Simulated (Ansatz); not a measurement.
Correlation energies of `BCC(C)N` by basis set

Cartesian coordinates in Å:
```
B 0.4216 -0.4480 -2.0537
C 0.4289 0.5142 -0.8429
C -0.4920 0.2145 0.3290
C -0.0389 -1.0412 1.0655
N -0.5939 1.3957 1.1794
H -0.4607 -1.2460 -2.2127
H 1.2724 -0.3668 -2.8935
H 1.4511 0.7185 -0.4935
H 0.1191 1.4737 -1.3008
H -1.4958 0.0302 -0.0730
H -0.7011 -1.2647 1.9061
H 0.9740 -0.9082 1.4605
H -0.0317 -1.9135 0.4048
H -1.1764 1.2022 1.9862
H 0.3235 1.6395 1.5386
```

Total charge 0; spin multiplicity 1. All single points use the PBE0-D4/def2-TZVP geometry. It is one conformer, not always the lowest. Frozen core, restricted reference, Ansatz 0.2.0. CBS rows extrapolate triple and quadruple zeta; past MP2 they add the triple-zeta difference.

| basis | HF (Eh) | MP2 corr. |
| --- | --- | --- |
| def2-TZVPP | -198.61176 | -0.84616 |
| def2-QZVPP | -198.62157 | -0.90070 |

Task: Estimate the CCSD correlation energy and the (T) correction in each basis where they were run (hartree).

Result: 
```
     basis  CCSD corr.       (T)
def2-TZVPP    -0.90110  -0.03436
 CBS(def2)    -0.99605     as TZ
```
